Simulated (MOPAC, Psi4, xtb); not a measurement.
Two rigid molecules brought together: CH4 ··· CH5N (SMILES C and CN). Monomers: optimised at B3LYP-D3(BJ) (def2-TZVP), held rigid. Orientation: lowest of the rigid-body minima from ten starts at GFN2-xTB. R is the distance of the centres of mass, along which the second monomer moves.

Geometry at R = 3.70 Å (first 5 atoms: monomer A):
```
12

C      0.0000     0.0000     0.0000
H     -0.6211     0.8916    -0.0742
H     -0.4770    -0.8203    -0.5346
H      0.1216    -0.2715     1.0477
H      0.9765     0.2002    -0.4389
C     -1.2619    -2.1589    -3.1574
N     -1.4622    -2.5616    -1.7659
H     -0.1945    -2.0298    -3.3436
H     -1.7380    -1.1912    -3.3231
H     -1.6527    -2.8600    -3.9078
H     -2.4480    -2.6764    -1.5638
H     -1.0181    -3.4533    -1.5828
```

Methods: PBE/def2-TZVP, counterpoise-corrected (Psi4); MP2/aug-cc-pVDZ = DF-MP2/aug-cc-pVDZ, frozen core, counterpoise-corrected (Psi4); GFN1-xTB (xtb); AM1, restricted, heats of formation (MOPAC); PBE-D3(BJ)/def2-TZVP, counterpoise-corrected (Psi4).

Interaction energies in kJ/mol (negative: bound); R is the distance of the centres of mass, d the H3···N7 distance.

| R / Å | d / Å | PBE/def2-TZVP | MP2/aug-cc-pVDZ | GFN1-xTB | AM1 | PBE-D3(BJ)/def2-TZVP |
|---|---|---|---|---|---|---|
| 3.10 | 1.76 | 31.96 | 38.19 | 16.82 | 34.84 | 26.76 |
| 3.29 | 1.95 | 13.29 | 17.21 | 1.23 | 18.67 | 8.78 |
| 3.48 | 2.13 | 3.60 | 6.04 | -5.29 | 10.59 | -0.27 |
| 3.70 | 2.35 | -1.52 | -0.14 | -7.15 | 4.81 | -4.71 |
| 3.90 | 2.55 | -3.23 | -2.41 | -6.46 | 1.57 | -5.86 |
| 4.12 | 2.76 | -3.56 | -3.13 | -4.91 | 0.06 | -5.68 |
| 4.38 | 3.02 | -3.14 | -2.96 | -3.17 | -0.19 | -4.74 |
| 4.71 | 3.35 | -2.31 | -2.31 | -1.75 | -0.10 | -3.43 |
| 5.19 | 3.82 | -1.35 | -1.42 | -0.84 | -0.11 | -1.99 |
| 5.91 | 4.54 | -0.55 | -0.65 | -0.38 | -0.09 | -0.84 |
| 6.87 | 5.50 | -0.15 | -0.26 | -0.15 | -0.05 | -0.27 |
| 8.19 | 6.81 | -0.05 | -0.09 | -0.05 | -0.02 | -0.08 |

Lowest grid point: PBE/def2-TZVP -3.56 kJ/mol at R = 4.12 Å; MP2/aug-cc-pVDZ -3.13 kJ/mol at R = 4.12 Å; GFN1-xTB -7.15 kJ/mol at R = 3.70 Å; AM1 -0.19 kJ/mol at R = 4.38 Å; PBE-D3(BJ)/def2-TZVP -5.86 kJ/mol at R = 3.90 Å.
